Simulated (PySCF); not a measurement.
Computed shifts of a molecule CH13NSi4, PBE0/pcSseg-1 run with PySCF, GIAO, gas phase, atoms alike by connectivity averaged where their shifts nearly agree, in ppm (number of nuclei): ¹⁵N: 16.7 (1). ²⁹Si: -17.7 (1), -67.8 (1), -108.1 (1), -118.2 (1). ¹³C: -4.6 (1). ¹H: 5.25 (1), 4.31 (3), 3.74 (3), 3.54 (1), 3.44 (1), 0.65 (1), 0.46 (1), 0.11 (1), 0.07 (1). References: ¹⁵N against NH3 (σ = 267.4 ppm); ²⁹Si against TMS (σ = 352.7 ppm); ¹³C against TMS (σ = 186.3 ppm); ¹H against TMS (σ = 31.56 ppm), references at their B3LYP-D3(BJ)/def2-TZVP geometries, non-relativistic. Geometry optimised at ωB97X-D3(BJ)/def2-SVP. The values are those of a single conformer.

Identify the compound among the candidates.
(A) N[Si@@H](C[SiH3])[SiH2][SiH3]
(B) [SiH3]C[SiH2][SiH2]N[SiH3]
(C) C[SiH2][Si@@H]([SiH3])[SiH2]N
(D) C[SiH2][Si](N)([SiH3])[SiH3]

A, N[Si@@H](C[SiH3])[SiH2][SiH3]
